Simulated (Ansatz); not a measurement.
Computed with Ansatz on PBE0-D4/def2-TZVP structures; ΔE is electronic, products minus reactants. CCSD(T)/CBS adds triple-zeta CCSD(T) − MP2 to the extrapolated MP2 energy (def2 sets, frozen cores). This one scheme is used for every species. DFT in def2-TZVPP. B3LYP here is the variant with VWN-RPA as its local correlation; programs differ in this. For Ge outer-core shells are correlated without core-valence functions, which leaves a few kJ/mol of doubt a bond. Scalar relativity is left out up to krypton. One conformer a species, not always the lowest.

Reaction (ligand exchange at the Si–O bond): `O[SiH](Cl)[GeH3]` + H–F → `F[SiH](Cl)[GeH3]` + H₂O

`O[SiH](Cl)[GeH3]`:

Z-matrix (Å, degrees):
```
Si
Cl 1 2.065
Ge 1 2.381 2 106.7
O 1 1.638 2 110.6 3 123.0
H 1 1.479 2 107.5 3 -122.6
H 3 1.539 1 109.3 2 64.7
H 3 1.536 1 110.5 2 -55.0
H 3 1.538 1 110.8 2 -175.8
H 4 0.959 1 118.3 2 -62.3
```

H–F:

Cartesian coordinates in Å:
```
F -0.141 -0.131 -0.418
H 0.141 0.131 0.418
```

`F[SiH](Cl)[GeH3]`:

Cartesian coordinates in Å:
```
F -1.260 -0.972 -1.619
Si -0.140 -1.037 -0.483
Cl 1.642 -1.490 -1.383
Ge 0.029 1.076 0.591
H -0.484 -2.168 0.409
H -1.314 1.453 1.234
H 0.425 2.145 -0.435
H 1.104 0.993 1.685
```

H₂O:

Z-matrix (Å, degrees):
```
O
H 1 0.960
H 1 0.960 2 105.1
```

| level | ΔE (kJ/mol) | difference from CCSD(T)/CBS |
| --- | --- | --- |
| PBE-D4 | -35.3 | 1.5 |
| r2SCAN-D4 | -38.2 | -1.4 |
| B3LYP-D4 | -38.0 | -1.2 |
| ωB97X-V | -38.7 | -1.9 |
| B2PLYP | -39.1 | -2.3 |
| B3LYP | -41.6 | -4.8 |
| HF/def2-TZVPP | -43.7 | -6.9 |
| MP2/def2-TZVPP | -33.4 | 3.4 |
| SCS-MP2/def2-TZVPP | -36.4 | 0.4 |
| CCSD/def2-TZVPP | -37.1 | -0.3 |
| CCSD(T)/def2-TZVPP | -35.7 | 1.1 |
| HF/def2-QZVPP | -45.4 | -8.6 |
| MP2/def2-QZVPP | -34.6 | 2.2 |
| SCS-MP2/def2-QZVPP | -37.5 | -0.7 |
| HF/CBS(def2) | -45.6 | -8.8 |
| MP2/CBS(def2) | -34.5 | 2.3 |
| CCSD(T)/CBS | -36.8 | 0 |

Largest T1 diagnostic among the species: 0.012.

In def2-TZVPP, CCSD(T) changes the Hartree–Fock value by +8.1 kJ/mol (the triples alone add +1.4 kJ/mol) and MP2 by +10.4 kJ/mol. The D4 term adds +3.6 kJ/mol with B3LYP and +2.0 kJ/mol with PBE0; it sums over pairs of atoms, weighted by their polarisabilities, and B3LYP, whose exchange is more repulsive, gets the larger term.
